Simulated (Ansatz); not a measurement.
`FC(F)=N[SiH3]` → `N=C(F)F` + `[SiH2]` at 298.15 K and 1 bar (silylene loss).

Isolated molecules relaxed with PBE0-D4/def2-TZVP in Ansatz; ΔE leaves out vibrations. CCSD(T)/CBS adds triple-zeta CCSD(T) − MP2 to the extrapolated MP2 energy (def2 sets, frozen cores). This one scheme is used for every species. Each species was taken in one conformer, which may not be the lowest.

```
        species  CCSD(T)/CBS energy (Eh)  H − E (kJ/mol)  S (J/(mol·K))
`FC(F)=N[SiH3]`               -583.21240           126.6          328.4
      `N=C(F)F`               -292.91376            80.5          266.6
       `[SiH2]`               -290.19011            40.6          207.5
```

H − E and S are ideal-gas, rigid-rotor, harmonic terms from PBE0-D4/def2-TZVP, for one conformer and one mirror image of each species. 1 Eh = 2625.50 kJ/mol, R = 8.31446 J/(mol·K).

Task: By hand: ΔE, ΔH, ΔS and ΔG.

Result: ΔE = (-292.91376) + (-290.19011) − (-583.21240) = 0.10853 Eh = 284.9 kJ/mol. Δ(H − E) = 80.5 + 40.6 − 126.6 = -5.5, so ΔH = 279.4 kJ/mol. ΔS = 266.6 + 207.5 − 328.4 = 145.7 J/(mol·K). ΔG = 279.4 − 298.15 × (145.7)/1000 = 236.0 kJ/mol.

Task: By hand: the equilibrium constant, and the temperature at which ΔG would vanish if ΔH and ΔS stayed fixed.

Result: log₁₀ K = −ΔG/(RT ln 10) = -41.3. ΔG = 0 at ΔH/ΔS = 1918 K.

The number of gas molecules changes by +1, which sets the sign of ΔS. A doubt of 5 kJ/mol in ΔE shifts log₁₀ K by 0.9 here. Other conformers and mirror images would add mixing entropy, several J/(mol·K) or more a flexible species. These are equilibria of isolated gas molecules and say nothing of rates. Largest T1 diagnostic: 0.014 (customary marks: 0.02 for closed shells, 0.045 for open ones).
